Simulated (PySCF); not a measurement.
Basis-set dependence of population analyses: `BNBC#CC#C`

Compound: C4H5B2N.
SMILES with atom numbers: `[BH2:1][NH:2][BH:3][C:4]#[C:5][C:6]#[CH:7]` (hydrogens: H8, H9 on B1; H10 on N2; H11 on B3; H12 on C7)

PBE0 throughout (PySCF), one geometry, spherical d and f functions. The structure is a single PBE0-D3(BJ)/def2-SVP conformer in the gas phase; no vibrational or solvent corrections. The first 7 of 11 kinds of atom are listed.

Mulliken charges (e):

```csv
basis,functions,B1,N2,B3,C4,C5,C6,C7
STO-3G,40,+0.201,-0.425,+0.269,-0.112,-0.039,-0.036,-0.093
6-31G,73,+0.272,-0.751,+0.411,-0.400,+0.200,+0.159,-0.494
pcSseg-0,73,+0.204,-0.863,+0.558,-0.258,-0.148,-0.046,-0.205
6-31G*,108,+0.110,-0.536,+0.148,-0.632,+0.602,+0.556,-0.866
cc-pVDZ,123,-0.044,+0.110,-0.006,-0.448,+0.589,+0.534,-0.768
def2-SVP,123,+0.013,-0.025,-0.012,-0.346,+0.297,+0.298,-0.368
aug-cc-pVDZ,206,-1.175,-0.054,-0.653,-0.237,+0.602,-0.034,+0.858
"6-311+G(2d,p)",219,+0.040,-0.474,+0.295,+0.119,-0.579,+0.813,-0.655
def2-TZVP,247,+0.003,-0.267,+0.100,-0.084,-0.094,+0.019,-0.158
cc-pVTZ,280,-0.072,-0.028,+0.025,-0.635,+0.386,+0.393,-0.396
IGLO-III,295,+0.265,-0.515,+0.460,-0.193,-0.063,-0.046,-0.142
pcSseg-2,322,+0.388,-0.579,+0.593,-0.345,+0.050,+0.011,-0.122
```

IAO charges (e):

```csv
basis,functions,B1,N2,B3,C4,C5,C6,C7
STO-3G,40,+0.091,-0.387,+0.163,-0.107,-0.022,-0.050,-0.113
6-31G,73,+0.053,-0.415,+0.150,-0.119,-0.007,-0.026,-0.174
pcSseg-0,73,+0.047,-0.389,+0.135,-0.112,-0.009,-0.031,-0.160
6-31G*,108,+0.077,-0.423,+0.167,-0.123,-0.008,-0.029,-0.166
cc-pVDZ,123,+0.054,-0.407,+0.151,-0.118,-0.009,-0.026,-0.174
def2-SVP,123,+0.064,-0.404,+0.151,-0.115,-0.009,-0.028,-0.166
aug-cc-pVDZ,206,+0.057,-0.418,+0.155,-0.118,-0.009,-0.025,-0.181
"6-311+G(2d,p)",219,+0.062,-0.424,+0.158,-0.120,-0.009,-0.025,-0.181
def2-TZVP,247,+0.063,-0.425,+0.160,-0.120,-0.008,-0.025,-0.181
cc-pVTZ,280,+0.062,-0.425,+0.159,-0.121,-0.008,-0.025,-0.181
IGLO-III,295,+0.062,-0.426,+0.159,-0.120,-0.009,-0.025,-0.182
pcSseg-2,322,+0.064,-0.426,+0.160,-0.120,-0.008,-0.025,-0.182
```

Hirshfeld charges (e):

| basis | functions | B1 | N2 | B3 | C4 | C5 | C6 | C7 |
| --- | --- | --- | --- | --- | --- | --- | --- | --- |
| STO-3G | 40 | +0.157 | -0.144 | +0.183 | -0.095 | -0.026 | -0.030 | -0.051 |
| 6-31G | 73 | +0.136 | -0.175 | +0.165 | -0.094 | -0.019 | -0.030 | -0.068 |
| pcSseg-0 | 73 | +0.143 | -0.172 | +0.165 | -0.092 | -0.019 | -0.033 | -0.060 |
| 6-31G* | 108 | +0.138 | -0.178 | +0.164 | -0.092 | -0.020 | -0.033 | -0.066 |
| cc-pVDZ | 123 | +0.143 | -0.180 | +0.166 | -0.093 | -0.019 | -0.033 | -0.063 |
| def2-SVP | 123 | +0.146 | -0.185 | +0.168 | -0.092 | -0.018 | -0.033 | -0.062 |
| aug-cc-pVDZ | 206 | +0.150 | -0.207 | +0.175 | -0.092 | -0.021 | -0.035 | -0.062 |
| 6-311+G(2d,p) | 219 | +0.156 | -0.210 | +0.177 | -0.093 | -0.022 | -0.036 | -0.060 |
| def2-TZVP | 247 | +0.151 | -0.206 | +0.174 | -0.092 | -0.020 | -0.034 | -0.063 |
| cc-pVTZ | 280 | +0.150 | -0.202 | +0.173 | -0.092 | -0.019 | -0.033 | -0.063 |
| IGLO-III | 295 | +0.151 | -0.209 | +0.175 | -0.091 | -0.021 | -0.034 | -0.062 |
| pcSseg-2 | 322 | +0.152 | -0.210 | +0.175 | -0.091 | -0.020 | -0.033 | -0.063 |

Task: Which scheme is steadiest as the basis changes?

Result: Largest range over the bases for any column: Hirshfeld 0.07 e, IAO 0.07 e, Mulliken 1.72 e. Hirshfeld and IAO charges move least and Mulliken charges most, counted in e. Without the minimal STO-3G basis the ranges are Hirshfeld 0.04, IAO 0.04, Mulliken 1.72 e.

Task: How much do the charges still move between the two largest bases, IGLO-III and pcSseg-2?

Result: At most, over all atoms: Mulliken 0.152 e, IAO 0.003 e, Hirshfeld 0.001 e.

Task: What do the same runs give for the total energy, the frontier levels and the dipole moment?

Result: 
```json
{"basis": "STO-3G", "energy (Eh)": "-256.2846", "HOMO (eV)": "-5.58", "LUMO (eV)": "0.33", "μ (D)": "1.83"}
{"basis": "6-31G", "energy (Eh)": "-259.4341", "HOMO (eV)": "-7.34", "LUMO (eV)": "-2.01", "μ (D)": "2.05"}
{"basis": "pcSseg-0", "energy (Eh)": "-258.9465", "HOMO (eV)": "-7.71", "LUMO (eV)": "-2.32", "μ (D)": "2.05"}
{"basis": "6-31G*", "energy (Eh)": "-259.4861", "HOMO (eV)": "-7.28", "LUMO (eV)": "-2.04", "μ (D)": "2.06"}
{"basis": "cc-pVDZ", "energy (Eh)": "-259.5092", "HOMO (eV)": "-7.45", "LUMO (eV)": "-2.23", "μ (D)": "1.95"}
{"basis": "def2-SVP", "energy (Eh)": "-259.3057", "HOMO (eV)": "-7.53", "LUMO (eV)": "-2.29", "μ (D)": "1.97"}
{"basis": "aug-cc-pVDZ", "energy (Eh)": "-259.5189", "HOMO (eV)": "-7.57", "LUMO (eV)": "-2.36", "μ (D)": "1.79"}
{"basis": "6-311+G(2d,p)", "energy (Eh)": "-259.5639", "HOMO (eV)": "-7.59", "LUMO (eV)": "-2.37", "μ (D)": "1.81"}
{"basis": "def2-TZVP", "energy (Eh)": "-259.5852", "HOMO (eV)": "-7.57", "LUMO (eV)": "-2.35", "μ (D)": "1.84"}
{"basis": "cc-pVTZ", "energy (Eh)": "-259.5798", "HOMO (eV)": "-7.56", "LUMO (eV)": "-2.33", "μ (D)": "1.87"}
{"basis": "IGLO-III", "energy (Eh)": "-259.5897", "HOMO (eV)": "-7.59", "LUMO (eV)": "-2.37", "μ (D)": "1.80"}
{"basis": "pcSseg-2", "energy (Eh)": "-259.5863", "HOMO (eV)": "-7.59", "LUMO (eV)": "-2.37", "μ (D)": "1.82"}
```

The dipole is fixed by the density alone, so its range of 0.27 D shows that the density itself changes with the basis, not only its division among atoms.
